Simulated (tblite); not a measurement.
Run record: tight-binding relaxation, `C#C[SiH2][SiH2][O][GeH2][GeH3]`.

Computed with GFN2-xTB geometry optimisation, gas phase (tblite 0.8.0). Start geometry: from a force field or distance geometry. The input is one job of a driver script: a line of settings, then coordinates in Å.

Command:
```bash
OMP_NUM_THREADS=1 python probes_run.py task.json out
```

Input:
```
{"job": {"kind": "relax", "xc": "GFN2-xTB", "basis": "xTB"}, "charge": 0, "multiplicity": 1}
C      1.499000     2.194400    -0.704600
C      1.411700     1.477700     0.246900
Si     1.310100     0.374500     1.703200
Si     0.920100    -1.713900     1.015800
O     -0.719900    -1.925200     0.544900
Ge    -0.879800    -1.182600    -1.092800
Ge    -2.231400     0.784600    -0.923800
H      1.559700     2.836900    -1.543500
H      2.574500     0.422200     2.442500
H      0.197300     0.818400     2.574700
H      1.849200    -2.094700    -0.055100
H      1.174500    -2.617200     2.165300
H      0.482500    -0.796400    -1.718400
H     -1.572300    -2.190200    -2.038400
H     -2.286100     1.502400    -2.293600
H     -3.667700     0.379700    -0.476000
H     -1.628500     1.741600     0.143000
```

Output:
```
step      E/eV     max force
  0    -563.96130    2.236
  1    -564.09464    2.185
  2    -564.13100    3.104
  3    -564.27769    0.764
  4    -564.33412    0.594
  5    -564.41839    0.501
  6    -564.43776    0.393
  7    -564.48926    0.501
  8    -564.51068    0.497
  9    -564.54390    0.366
... (175 lines left out)
185    -564.76104    0.023
186    -564.76114    0.020
187    -564.76121    0.017
188    -564.76125    0.016
189    -564.76128    0.015
190    -564.76133    0.018
191    -564.76139    0.022
192    -564.76145    0.019
193    -564.76149    0.013
194    -564.76152    0.009
```

«max force» is the largest atomic force in eV/Å.

Question: From which step on does the largest force stay under 0.1 eV/Å, and how much energy is left to gain from there?

Answer: From step 147 (0.036 eV/Å), 6.9 meV above the end.

Summary of the converged run: energy lowered by 18.5 kcal/mol over 194 steps; largest atomic force 0.009 eV/Å at the end.

Question: Where do the atoms end?

Answer: 0.867 Å rms from the input after alignment:
```
atom  x, y, z in Å
C1     1.0075    2.0938   -0.8582
C2     1.2709    1.5163    0.1664
Si3    1.5732    0.4502    1.6580
Si4    0.7521   -1.6758    1.2542
O5     0.3070   -1.8132   -0.3028
Ge6   -0.6184   -1.0301   -1.5671
Ge7   -2.0812    0.6103   -0.6596
H8     0.8360    2.6587   -1.7323
H9     3.0221    0.5382    1.9002
H10    0.9026    1.1659    2.7595
H11    1.7235   -2.7649    1.3855
H12   -0.4311   -1.9797    2.0803
H13    0.4518   -0.5609   -2.5341
H14   -1.2983   -2.2262   -2.2161
H15   -2.1050    1.8919   -1.4363
H16   -3.5165    0.1477   -0.6717
H17   -1.8034    0.9898    0.7642
```

On one thread, AMD EPYC 9R45 (x86_64) (shared host), this took 1.7 s of wall time.
Labels such as C1 count atoms from 1, the log's own numbers from 0.
